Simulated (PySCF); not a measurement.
Computed IR spectrum (relative IR intensity) of a molecule C₂H₅ClSi. Geometry: ωB97X-D3(BJ)/def2-SVP. Other conformers were not sampled. Level of theory: PySCF with ωB97X-D3(BJ)/def2-SVP. Frequencies are harmonic and unscaled.

ν (cm⁻¹): 573 (m), 621 (m), 717 (w), 756 (vw), 898 (vs), 966 (m), 1020 (w), 1022 (vw), 1050 (vw), 1433 (w), 1709 (w), 2277 (m), 2280 (m), 3149 (vw) (against the strongest line: vs over 80 %, s over 45 %, m over 15 %, w over 4 %, vw less)

Q: Which molecule gave these data?
A) C=C([SiH3])Cl
B) [SiH3]/C=C\Cl
C) C=C[SiH2]Cl

A: C, C=C[SiH2]Cl
